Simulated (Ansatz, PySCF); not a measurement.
C$_{2}$H$_{10}$GaN$_{3}$, singlet, at a GFN2-xTB geometry (such geometries of metal compounds can be far from the true shape), with bond 6-5 at 2.4 times its length. Base run: CASSCF(6,4)/STO-3G (PySCF).

PySCF was given this input:
```python
from pyscf import gto, scf, mcscf
import numpy

mol = gto.Mole()
mol.atom = '''
    Ga    0.51311476   -0.25828831    0.14353724
    N     1.85643869   -0.36554686   -1.09995056
    H     2.76258786   -0.69852024   -0.79150094
    H     1.99746524    0.34763028   -1.80453427
    N     0.63810088   -1.28798774    1.65482149
    H    -0.74168300   -0.89506980    3.61528326
    H     1.55887489   -1.58067658    1.96040973
    N    -1.09100030    0.54041043   -0.30155896
    C    -1.26583496    1.33172448   -1.50157914
    C    -2.18854097    0.68518107    0.63163409
    H    -2.17689432    1.02670866   -2.03192936
    H    -1.34861298    2.40530687   -1.27921261
    H    -0.41353735    1.17321047   -2.16515826
    H    -2.31728562    1.72737304    0.95754673
    H    -3.12927821    0.35803266    0.17082610
    H    -2.00158744    0.06258006    1.50870415
'''
mol.basis = 'sto-3g'
mol.verbose = 4
mol.build()

mf = scf.RHF(mol)
mf.kernel()
mc = mcscf.CASSCF(mf, 4, 6)
mc.fix_spin_(ss=0.0)
mc.kernel()
occ = numpy.linalg.eigvalsh(mc.fcisolver.make_rdm1(mc.ci, mc.ncas, mc.nelecas))[::-1]
ss = mc.fcisolver.spin_square(mc.ci, mc.ncas, mc.nelecas)[0]
print('natural occupations', occ.round(4), ' <S^2>', round(ss, 4))
```

Programs used: Ansatz (a quantum-chemistry and plane-wave program), PySCF; a row that names a program was run with it.

The base run was repeated with changes; each row names its change, and settings that it needs were set with it.

```csv
change,ΔE vs base (mEh),natural occupations,<S^2> of the state,outcome
base,0.000,2.00 2.00 1.22 0.78,0.00,converged
"code = ansatz; correction = SC-NEVPT2, all electrons",-289.8,-,-,converged
fix_spin_ = off,0.000,2.00 2.00 1.22 0.78,0.00,converged
orbitals = fixed (CASCI),35.712,2.00 2.00 1.30 0.70,0.00,converged
correction = SC-NEVPT2,-289.9,2.00 2.00 1.22 0.78,0.00,converged
"active space = 6 electrons, 7 orbitals",-,-,-,not converged
"active space = 10 electrons, 9 orbitals",-112.4,1.99 1.98 1.95 1.83 1.07 0.94 0.17 0.05 0.02,0.00,converged
"active space = 10 electrons, 8 orbitals",-96.193,1.99 1.99 1.95 1.82 1.07 0.94 0.18 0.05,0.00,converged
"active space = 2 electrons, 3 orbitals",-0.010,1.22 0.78 0.00,0.00,converged
conv_tol = 1e-5,0.001,2.00 2.00 1.22 0.78,0.00,converged
"active space = 2 electrons, 4 orbitals",-0.008,1.22 0.78 0.00 0.00,0.00,converged
```

Active orbitals are taken around the Fermi level unless the row says otherwise; CASSCF can end in different local minima, and two programs can end on different orbitals. State-averaged rows give the lowest state.

Ansatz warned in this series: other orbitals give a lower active-space energy; the state or the total is in doubt.
